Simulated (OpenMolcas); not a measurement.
**Cl+: from RASSCF to RASPT2**

```yaml
Program: OpenMolcas 26.06
Basis: ANO-RCC-VTZP [5s4p2d1f]
Scalar_Hamiltonian: DKH2, point nucleus
Active_space: 6 electrons in 9 orbitals (RAS2 3s 3p; RAS3 3d, at most 2 electrons)
State_averaging: 2S+1 = 3 even, 3 roots; 2S+1 = 1 even, 6 roots; 2S+1 = 3 odd, 3 roots; 2S+1 = 1 odd, 3 roots
Spin-orbit_coupling: state interaction with AMFI integrals over the reference wave functions, term energies averaged over their components
```

Methods on the same reference wave functions:
A. RASSCF
B. SS-RASPT2, IPEA 0.25 Eh, imaginary shift 0.1 Eh (closed shells correlated: 2s 2p)
C. XMS-RASPT2, IPEA 0.25 Eh, imaginary shift 0.1 Eh (closed shells correlated: 2s 2p)

Energies in cm-1 above 3s2 3p4 3P2, the measured ground level; measured values from NIST Handbook of Basic Atomic Spectroscopic Data.

| Level | A | B | C | Measured |
| --- | --- | --- | --- | --- |
| 3s2 3p4 3P2 | 0.0 | 0.0 | 0.0 | 0.0 |
| 3s2 3p4 3P1 | 628 | 630 | 629 | 696 |
| 3s2 3p4 3P0 | 910 | 910 | 910 | 996 |
| 3s2 3p4 1D2 | 13450 | 12120 | 12210 | 11654 |
| 3s2 3p4 1S0 | 29502 | 28400 | 28690 | 27878 |
| 3s 3p5 3P* 2 | 95166 | 95550 | 95620 | 93368 |
| 3s 3p5 3P* 1 | 95742 | 96120 | 96190 | 94000 |
| 3s 3p5 3P* 0 | 96037 | 96420 | 96490 | 94334 |

Deviations, from unrounded energies. A percentage is the sum of absolute deviations over the sum of measured energies, with the sign that they share, or ± where signs differ.

| Against measurement | Levels | A | B | C |
| --- | --- | --- | --- | --- |
| mean absolute deviation (cm-1) | 7 | 1300 | 1100 | 1200 |
| fine structure of the ground term (%) | 2 | -9.2 | -9.0 | -9.0 |
| other terms of the ground configuration (%) | 2 | +8.7 | +2.5 | +3.5 |
| other configurations (%) | 3 | +1.9 | +2.3 | +2.3 |

B lies closest to measurement on these levels and A furthest from it. The largest miss of B in the table is 3s 3p5 3P* 2, by +2200 cm-1. The ranking rests on the paired levels alone, and a cruder setting can come out closer through cancelling errors.

Between B and C the level of the table that moves most is 3s2 3p4 1S0, by 290 cm-1 (lowest in B, highest in C). Moves below CASPT2's spread within the term are not significant.

The mean deviations of B to C differ by less than CASPT2's widest spread within a term (230 cm-1), so their order carries little weight.

From A to B the spin-free energies of the other terms of 3s2 3p4 shown, above 3P, scale by factors of 0.90 to 0.96.

The lowest spin-free term lies below A's lowest term by 0.071 hartree in B, 0.073 hartree in C.

CASPT2 breaks the degeneracy within a term, and the mean is taken; among the terms shown or strongly mixed into the levels shown the widest spread is 230 cm-1 (3s2 3p4 1D, C). The run also gave levels led by 3s2 3p3 3d, which use shells meant for correlation; these and all levels above them are left out. Some terms mix strongly with configurations of 3d, whose occupation reaches 0.27 (3s 3p5 3P*). Without dynamic correlation excited terms often stand tens of per cent too high (terms of higher spin than the ground term too low), and those without a measured partner can miss by more than the paired ones (holds for A). Computed and measured levels are paired by configuration, term and J; levels that our copy of the source lacks, or whose pairing is in doubt (as where it misses far off the trend of its configuration), stay unpaired and out of the deviations. Levels of configurations outside the active space are missing. The table leaves out levels that lie high or whose names do not pair safely across all columns.

* marks odd parity.
